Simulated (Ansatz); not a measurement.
Consider the hydrogenolysis of a C–C bond: `CCC(C)Br` + H₂ → `CCCBr` + CH₄.

Isolated molecules relaxed with PBE0-D4/def2-TZVP in Ansatz; ΔE leaves out vibrations. CBS: MP2 limit from def2 TZ/QZ plus the TZ coupled-cluster correction, frozen cores. This one scheme is used for every species. DFT in def2-TZVPP. For Br outer-core shells are correlated without core-valence functions, which leaves a few kJ/mol of doubt a bond. Scalar relativity is left out up to krypton. One conformer a species, not always the lowest.

`CCC(C)Br`:

```xyz
14

C    -1.736   -0.340   -0.823
C    -0.380   -0.635   -0.212
C     0.413    0.587    0.201
C     1.807    0.262    0.677
Br   -0.533    1.556    1.635
H    -2.226   -1.262   -1.143
H    -2.390    0.159   -0.106
H    -1.642    0.309   -1.698
H     0.241   -1.171   -0.941
H    -0.483   -1.299    0.652
H     0.439    1.315   -0.611
H     2.362   -0.223   -0.133
H     1.779   -0.420    1.528
H     2.348    1.161    0.974
```

H₂:

Cartesian coordinates in Å:
```
H 0.208 -0.193 0.243
H -0.208 0.193 -0.243
```

`CCCBr`:

```xyz
11

C    -1.000    0.801    0.242
C    -0.346   -0.465   -0.280
C     1.118   -0.593    0.063
Br    2.211    0.777   -0.799
H    -0.535    1.688   -0.191
H    -2.063    0.821   -0.006
H    -0.908    0.871    1.329
H    -0.471   -0.540   -1.364
H    -0.844   -1.343    0.151
H     1.302   -0.477    1.130
H     1.537   -1.539   -0.274
```

CH₄:

Cartesian coordinates in Å:
```
C 0.000 0.000 0.000
H 0.683 -0.525 -0.667
H 0.537 0.793 0.519
H -0.406 -0.700 0.729
H -0.814 0.432 -0.581
```

```json
{"level": "PBE-D4", "ΔE (kcal/mol)": "-13.6", "difference from CCSD(T)/CBS": "-0.5"}
{"level": "r2SCAN-D4", "ΔE (kcal/mol)": "-13.9", "difference from CCSD(T)/CBS": "-0.8"}
{"level": "PBE", "ΔE (kcal/mol)": "-15.3", "difference from CCSD(T)/CBS": "-2.2"}
{"level": "r2SCAN", "ΔE (kcal/mol)": "-14.4", "difference from CCSD(T)/CBS": "-1.3"}
{"level": "PBE0", "ΔE (kcal/mol)": "-15.7", "difference from CCSD(T)/CBS": "-2.6"}
{"level": "MP2/def2-TZVPP", "ΔE (kcal/mol)": "-12.3", "difference from CCSD(T)/CBS": "0.8"}
{"level": "CCSD/def2-TZVPP", "ΔE (kcal/mol)": "-14.8", "difference from CCSD(T)/CBS": "-1.7"}
{"level": "HF/def2-QZVPP", "ΔE (kcal/mol)": "-19.5", "difference from CCSD(T)/CBS": "-6.4"}
{"level": "SCS-MP2/def2-QZVPP", "ΔE (kcal/mol)": "-13.4", "difference from CCSD(T)/CBS": "-0.3"}
{"level": "CCSD/CBS(def2)", "ΔE (kcal/mol)": "-14.3", "difference from CCSD(T)/CBS": "-1.2"}
{"level": "CCSD(T)/CBS", "ΔE (kcal/mol)": "-13.1", "difference from CCSD(T)/CBS": "0"}
```

Largest T1 diagnostic among the species: 0.008.

In def2-TZVPP, CCSD(T) changes the Hartree–Fock value by +5.8 kcal/mol (the triples alone add +1.2 kcal/mol) and MP2 by +7.1 kcal/mol. The D4 term adds +2.6 kcal/mol with B3LYP and +1.4 kcal/mol with PBE0; it sums over pairs of atoms, weighted by their polarisabilities, and B3LYP, whose exchange is more repulsive, gets the larger term.

B3LYP here is the variant with VWN-RPA as its local correlation; programs differ in this.
